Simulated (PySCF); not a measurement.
Computed IR spectrum (relative IR intensity) of a molecule C5H4F2O. Coordinates come from a B3LYP-D3(BJ)/def2-SVP optimisation. One conformer was computed; it need not be the lowest. These are B3LYP-D3(BJ)/def2-SVP (PySCF) values and carry that method's errors. Frequencies are harmonic and unscaled.

ν (cm⁻¹): 421 (vw), 477 (vw), 906 (w), 925 (w), 974 (w), 1032 (vs), 1061 (w), 1159 (s), 1217 (m), 1284 (s), 1309 (s), 1353 (m), 1436 (m), 2114 (w), 3100 (vw) (against the strongest line: vs over 80 %, s over 45 %, m over 15 %, w over 4 %, vw less)

Problem. Which molecule gave these data?
A) FC1(F)C=CC=CO1
B) C=C1OCC1=C(F)F
C) O=C1C/C(=C/F)[C@H]1F
D) C=C=C1CC(F)(F)O1

Solution. D, C=C=C1CC(F)(F)O1
